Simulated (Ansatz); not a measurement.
Harmonic frequencies (cm⁻¹) at PBE0-D4/def2-TZVP from Ansatz: 137, 165, 201, 482, 497, 636, 730, 777, 832, 876, 883, 934, 1140, 1176, 1428, 2138, 2149, 2171, 2701, 3081, 3140.

Each molecule was computed in one conformer, which needn't be the lowest.

Which molecule is it?
A. `[CH3][GeH2][SH]`
B. `C[S][GeH3]`
C. `C/C=C/I`
D. `S[CH2][GeH3]`

D.
